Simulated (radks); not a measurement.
Fractional charge and spin in the 3p shell of calcium: the spin-up occupation runs from 2 to 3 and the spin-down occupation from 2 to 3; the fullest corner is Ca+, [Ne] 3s2 4s(up 0.5, down 0.5) 3p(up 3, down 3). Calculated with a radial shooting solver on a logarithmic mesh with Libxc functionals: scalar-relativistic Kohn-Sham, LDA (Slater exchange, Perdew-Wang correlation), spin-polarised, spherical densities, point nucleus. Energy (eV) minus the two flat planes that join the four corners (they meet along the diagonal where the two added fractions sum to one electron); zero is where a piecewise linear energy would lie.

down \ up,2,2.5,3
2,0.000,-2.013,0.000
2.5,-2.013,0.305,-1.834
3,0.000,-1.834,0.000

Corners above the fullest one (they belong to Ca2+ and the next ion): (up 3, down 2) 42.142 eV, (up 2, down 3) 42.142 eV, (up 2, down 2) 100.91 eV. With half an added electron in each spin the energy lies 0.305 eV from the planes, and with half an added electron in spin up alone -2.013 eV. The planes are only a guide here: the flat-plane condition holds for ground states with one frontier orbital, while this shell lies below other occupied shells, so the corners above the fullest one are inner-hole states and not the ground states of those ions.
